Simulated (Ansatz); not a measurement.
Basis sets compared for perylene, `c1cc2cccc3c4cccc5cccc(c(c1)c23)c54`. The state is a singlet with charge 0. Geometry PBE-D4/def2-SVP. Ansatz on 8 threads of Intel Xeon Platinum 8259CL on a shared host; times are rough, and most runs start from earlier orbitals.

```xyz
32

C    -0.166   -3.246    1.934
C    -1.491   -2.848    2.019
C    -1.916   -1.633    1.411
C    -3.273   -1.212    1.491
C    -3.675   -0.027    0.895
C    -2.741    0.773    0.204
C    -1.391    0.410    0.093
C    -0.413    1.244   -0.628
C    -0.774    2.450   -1.247
C     0.165    3.246   -1.935
C     1.491    2.848   -2.019
C     1.916    1.633   -1.411
C     3.273    1.213   -1.490
C     3.675    0.028   -0.894
C     2.741   -0.773   -0.203
C     1.391   -0.410   -0.093
C     0.412   -1.245    0.627
C     0.773   -2.451    1.245
C    -0.957   -0.816    0.705
C     0.957    0.816   -0.705
H     0.163   -4.186    2.404
H    -2.232   -3.461    2.554
H    -3.993   -1.845    2.032
H    -4.725    0.298    0.957
H    -3.097    1.706   -0.255
H    -1.814    2.798   -1.202
H    -0.164    4.185   -2.406
H     2.232    3.461   -2.554
H     3.993    1.846   -2.031
H     4.725   -0.297   -0.954
H     3.097   -1.705    0.256
H     1.814   -2.799    1.199
```

Single mean-field runs in def2-TZVP are fitted with def2-universal-jkfit.

Binding counts from free atoms (C triplet, H doublet) in the same basis, without a counterpoise term.

```tsv
level	functions	energy (Eh)	HOMO (eV)	LUMO (eV)	binding per atom (eV)	wall time
PBE-D4/def2-SVP	340	-767.9457	-4.68	-2.80	5.90	6 s
PBE0-D4/def2-SVP	340	-768.0079	-5.41	-2.19	5.77	13 s
```

(1) Estimate the rows for PBE-D4/def2-TZVP, PBE0-D4/def2-TZVP.

## Answers

(1) 
```
            level  functions  energy (Eh)  HOMO (eV)  LUMO (eV)  binding per atom (eV)  wall time
 PBE-D4/def2-TZVP        692    -768.7367      -4.72      -2.88                   5.80       14 s
PBE0-D4/def2-TZVP        692    -768.7925      -5.41      -2.23                   5.67       31 s
```
